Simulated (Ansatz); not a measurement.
`[BH2][GeH2][Cl]` + HBr → `[BH2][GeH2][Br]` + HCl at 500 K and 1 bar (ligand exchange at a Ge–Cl bond).

Program: Ansatz. Geometries: PBE0-D4/def2-TZVP. ΔE: electronic, gas phase. CBS: MP2 limit from def2 TZ/QZ plus the TZ coupled-cluster correction, frozen cores. This one scheme is used for every species. For Br, Ge outer-core shells are correlated without core-valence functions, which leaves a few kJ/mol of doubt a bond. Scalar relativity is left out up to krypton.

| species | CCSD(T)/CBS energy (Eh) | H − E (kJ/mol) | S (J/(mol·K)) |
| --- | --- | --- | --- |
| `[BH2][GeH2][Cl]` | -2563.08808 | 132.7 | 365.9 |
| HBr | -2573.91920 | 30.5 | 213.7 |
| `[BH2][GeH2][Br]` | -4676.63012 | 132.3 | 380.2 |
| HCl | -460.38127 | 32.5 | 201.9 |

H − E and S are ideal-gas, rigid-rotor, harmonic terms from PBE0-D4/def2-TZVP. 1 Eh = 2625.50 kJ/mol, R = 8.31446 J/(mol·K).

Q: By hand: ΔE, ΔH, ΔS and ΔG.

A: ΔE = (-4676.63012) + (-460.38127) − (-2563.08808) − (-2573.91920) = -0.00411 Eh = -10.8 kJ/mol. Δ(H − E) = 132.3 + 32.5 − 132.7 − 30.5 = 1.6, so ΔH = -9.2 kJ/mol. ΔS = 380.2 + 201.9 − 365.9 − 213.7 = 2.5 J/(mol·K). ΔG = -9.2 − 500 × (2.5)/1000 = -10.4 kJ/mol.

Q: By hand: the equilibrium constant, and the temperature at which ΔG would vanish if ΔH and ΔS stayed fixed.

A: log₁₀ K = −ΔG/(RT ln 10) = 1.1. ΔH and −TΔS have one sign here, so there is no such temperature.

The number of gas molecules stays the same, so ΔS is small and ΔH decides. A doubt of 5 kJ/mol in ΔE shifts log₁₀ K by 0.5 here. These are equilibria of isolated gas molecules and say nothing of rates. Largest T1 diagnostic: 0.011 (customary marks: 0.02 for closed shells, 0.045 for open ones).

ΔS is within the doubt of such terms, so its sign, and with it that verdict, could turn.
